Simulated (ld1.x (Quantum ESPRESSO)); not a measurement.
# What the settings do to the TM semilocal potential of bismuth

Base potential:

bismuth, norm-conserving Troullier–Martins (semilocal form), made with ld1.x (Quantum ESPRESSO) 7.5 (PW91, scalar-relativistic). Core [Xe] 4f14 5d10, reference 6s1.5 6p3.5. Waves: 6s (bound): rc 1.95 bohr; 6p (bound): rc 2.00 bohr. Local part: the p channel. Core correction: none.

All-electron outer shells of the reference configuration (PW91, scalar-relativistic, ld1.x):

| shell | level (eV) | outermost node (bohr) | outermost maximum (bohr) |
| --- | --- | --- | --- |
| 5p | -96.79 | 0.48 | 0.86 |
| 5d | -27.94 | 0.51 | 1.03 |
| 6s | -15.08 | 0.98 | 1.86 |
| 6p | -4.96 | 1.14 | 2.44 |

Cutoffs, loose and tight: the cutoffs (Ry, on a coarse ladder) from which the occupation-weighted sum of valence levels, in a spherical-Bessel basis at the reference potential, stays within 10 and 1 mRy of its value at 400 Ry. They do not see the model core or the augmentation charge, which bear on the density cutoff. Test errors are all-electron minus pseudo excitation energies from the reference, over the configurations 6s2 6p3; 6s2 6p2; 6s2 6p1; 6s2 6p3.3; 6s2 6p0; 6s1 6p0; 6s2 6p2.5. A dash means not determined; rows that change the core or the reference have their own tests. The largest error is taken over the tests solved by every variant that gives reliable tests at all: 6s1 6p0; 6s2 6p2; 6s2 6p2.5; 6s2 6p3; 6s2 6p3.3.

A semilocal file is local in each channel, so a ghost entry of none says nothing of the separable form that plane-wave codes build from it.

| change | outcome | cutoff, loose | cutoff, tight | bound ghosts | largest test error (meV) |
| --- | --- | --- | --- | --- | --- |
| base | generated | 30 Ry | 50 Ry | none | +199 |
| core correction a·sin(br)/r model core inside 0.82 bohr | generated | 30 Ry | 50 Ry | none | -738 |
| core correction a·sin(br)/r model core inside 1.08 bohr | generated | 30 Ry | 50 Ry | none | -738 |
| core correction a·sin(br)/r model core inside 1.32 bohr | generated | 30 Ry | 50 Ry | none | -738 |
| core correction a·sin(br)/r model core inside 1.56 bohr | generated | 30 Ry | 50 Ry | none | -736 |
| core correction a·sin(br)/r model core inside 1.82 bohr | generated | 30 Ry | 50 Ry | none | -733 |
| core correction a·sin(br)/r model core inside 2.00 bohr | generated | 30 Ry | 50 Ry | none | -732 |
| core correction a·sin(br)/r model core inside 2.30 bohr | generated | 30 Ry | 50 Ry | none | -688 |
